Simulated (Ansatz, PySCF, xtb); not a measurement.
Process, species as SMILES: FC1(F)CCO1 + 5 C (CH4) + O (H2O) -> 2 CC (C2H6) [ethane] + 2 CF (CH3F) [fluoromethane] + 2 CO (CH4O) [methanol]
Structures are relaxed separately at B3LYP-D3(BJ)/def2-TZVP in Ansatz (an electronic-structure program), one conformer each, not searched for the lowest. Frequencies are from Ansatz or PySCF.

Property: bond separation energy (enthalpy at 298 K, with B3LYP-D3(BJ) rigid-rotor harmonic-oscillator terms), in kJ/mol. Cores are frozen in the correlated levels unless marked. No spin-orbit coupling. No relativistic terms. Basis-set limits of correlation are two-point, X^-3; Hartree-Fock from the larger set. The bracket is a focal-point correction in the basis named.

| level | program | bond separation energy (kJ/mol) | minus last row |
|---|---|---|---|
| GFN1-xTB | xtb | 75.5 | -60.0 |
| revPBE/def2-TZVPD | Ansatz | 135.9 | 0.4 |
| r2SCAN-D4/def2-TZVPD | Ansatz + dftd4 | 147.3 | 11.8 |
| B3LYP-D3(BJ)/def2-TZVPD | Ansatz + dftd3 | 118.8 | -16.7 |
| PBE0/def2-TZVPD | Ansatz | 130.7 | -4.8 |
| BHLYP-D4/def2-TZVPD | Ansatz + dftd4 | 116.1 | -19.4 |
| TPSSh/def2-TZVPD | PySCF | 122.2 | -13.3 |
| r2SCAN0-D4/def2-TZVPD | Ansatz + dftd4 | 140.0 | 4.5 |
| PBE-QIDH/def2-TZVPD | Ansatz | 135.1 | -0.4 |
| SCS-MP2/6-31G | Ansatz | 112.3 | -23.2 |
| CCSD(T)/6-31G | Ansatz | 112.0 | -23.5 |
| CCSD(T)/6-31G* | Ansatz | 164.6 | 29.1 |
| CCSD(T)/cc-pVDZ | Ansatz | 148.1 | 12.6 |
| CCSD(T) with core electrons/cc-pwCVTZ | Ansatz | 146.3 | 10.8 |
| RI-MP2/CBS(cc-pVTZ,cc-pVQZ)+[CCSD(T)-MP2]/cc-pVTZ | Ansatz | 135.5 | 0.0 |
